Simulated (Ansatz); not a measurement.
The inner images of a band of AlH5O3 + H2O (12 atoms, charge 0, multiplicity 1) are given out of order.

These are results of RKS PBE0-D4/def2-SVP in Ansatz 0.2.0, not measurements.

Initial state:

```xyz
12
Properties=species:S:1:pos:R:3
Al -0.381 -0.831 -0.234
H 0.907 -0.529 -1.162
O -0.067 -2.178 0.783
O -1.954 -0.494 -0.882
H 0.356 1.348 0.600
O -0.458 0.796 0.815
H 1.688 0.945 -0.691
O 1.752 1.717 -0.090
H -0.704 -2.512 1.416
H -2.426 -1.061 -1.491
H -1.245 1.256 0.486
H 2.533 1.543 0.449
```

Final state:

```xyz
12
Properties=species:S:1:pos:R:3
Al -0.745 0.118 0.241
H 1.989 -1.541 -1.237
O 0.517 -1.044 0.512
O -1.835 -0.024 -1.070
H 0.396 2.036 0.769
O -1.344 0.995 1.608
H 2.471 -1.681 -1.814
O 0.655 1.486 0.008
H 0.382 -1.946 0.803
H -1.651 -0.538 -1.857
H -2.276 1.158 1.754
H 1.439 0.981 0.283
```

Question: Put them in order from the first end to the last, with their energies above the first end.
A.
```xyz
12
Properties=species:S:1:pos:R:3
Al -0.451 -0.692 -0.352
H 0.657 -0.258 -1.449
O 0.247 -1.870 0.689
O -2.111 -0.661 -0.828
H 0.303 1.370 0.644
O -0.591 0.917 0.715
H 1.693 0.854 -0.606
O 1.850 1.432 0.171
H -0.246 -2.276 1.404
H -2.460 -1.207 -1.532
H -1.296 1.495 0.397
H 2.408 0.895 0.748
```
B.
```xyz
12
Properties=species:S:1:pos:R:3
Al -0.031 -0.357 -0.085
H 0.887 -0.713 -1.593
O 0.440 -1.551 1.057
O -1.611 -0.172 -0.827
H -0.384 1.922 0.958
O -0.869 1.096 1.087
H 1.484 0.090 -1.068
O 1.499 0.820 -0.167
H -0.150 -2.237 1.369
H -1.799 -0.564 -1.682
H -1.655 1.126 0.501
H 2.190 0.539 0.450
```
C.
```xyz
12
Properties=species:S:1:pos:R:3
Al -0.255 -0.543 -0.274
H 0.659 -0.419 -1.604
O 0.444 -1.657 0.839
O -1.940 -0.472 -0.735
H -0.087 1.726 0.760
O -0.741 1.016 0.849
H 1.743 0.568 -0.813
O 1.787 1.037 0.045
H -0.093 -2.140 1.469
H -2.194 -0.802 -1.598
H -1.591 1.260 0.445
H 2.267 0.425 0.617
```
D.
```xyz
12
Properties=species:S:1:pos:R:3
Al -0.636 0.001 0.257
H 1.610 -1.179 -1.348
O 0.452 -1.232 0.804
O -1.610 -0.198 -1.136
H 0.548 1.854 0.743
O -1.285 1.101 1.430
H 1.830 -0.832 -1.991
O 0.889 1.238 0.066
H 0.187 -2.083 1.153
H -1.405 -0.809 -1.844
H -2.195 1.398 1.389
H 1.614 0.741 0.478
```
E.
```xyz
12
Properties=species:S:1:pos:R:3
Al -0.372 -0.200 0.228
H 1.041 -0.770 -1.833
O 0.444 -1.512 0.979
O -1.511 -0.278 -1.043
H 0.440 1.616 0.727
O -1.025 1.113 1.233
H 1.512 -0.252 -1.536
O 1.102 1.103 0.135
H -0.060 -2.201 1.415
H -1.601 -0.864 -1.790
H -1.849 1.421 0.844
H 1.879 0.825 0.641
```

Answer: A (+0.01 eV), C (+0.33 eV), B (+0.64 eV), E (-0.14 eV), D (-0.46 eV).

Time of the run: 11 min on 2 threads of Arm Neoverse V1, with other jobs on the host, peak memory 0.24 GiB.
